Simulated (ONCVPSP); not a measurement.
# rhenium, ONCV: configuration errors across variants

Re, optimised norm-conserving Vanderbilt (ONCV), made with ONCVPSP 4.0.1 (PBE, fully relativistic). Core [Kr] 4d10 4f14, reference 5s2 5p6 5d5 6s2. Waves: 5s+6s: rc 1.75 bohr, ncon 4, nbas 8, qcut 8.3 1/bohr, 3 projectors, debl 2.5 Ha; 5p: rc 1.45 bohr, ncon 3, nbas 6, qcut 8.5 1/bohr, 2 projectors, debl 3.6 Ha; 5d: rc 1.80 bohr, ncon 4, nbas 9, qcut 5.2 1/bohr, 2 projectors, debl 2.6 Ha. Local part: polynomial inside 1.00 bohr (lpopt 4, dvloc0 2 Ha). Core correction: Teter function, fcfact 3.75, rcfact 1.3.

Open shells are filled in proportion to 2j + 1.

All-electron excitation energies from the reference (eV): (1) 5s2 5p6 5d5 6s1 9.255; (2) 5s2 5p6 5d5 6s0 25.580; (3) 5s2 5p6 5d4 6s0 52.700; (4) 5s2 5p6 5d5 6s1.5 3.785.

1 further variants failed, have other tests or too few solved ones, and are left out.

Errors AE − PS in meV (a dash: test not solved or not reliable):

```tsv
change	(1)	(2)	(3)	(4)	bound ghosts	GHOST(+) flags above zero
base	+0.1	+1.3	+5.5	0.0	none	s, d3/2
core correction Teter function, fcfact 3.75, rcfact 1.14	+0.4	+2.8	+6.8	+0.1	none	s, d3/2
p: qcut 5	+0.1	+1.5	+6.4	0.0	none	s, d3/2
all radii but the core radius scaled by about 1.07 (s 1.88, p 1.56, d 1.92 bohr); local potential polynomial inside 1.08 bohr (lpopt 4, dvloc0 2 Ha)	-0.1	+0.1	+4.1	0.0	none	s, d5/2, d3/2
```

(1) Give the same row for: s: qcut 6.5.

Results:

(1) -0.6, -2.7, +2.3, -0.1; bound ghosts: none; GHOST(+) flags above zero: s, d3/2.
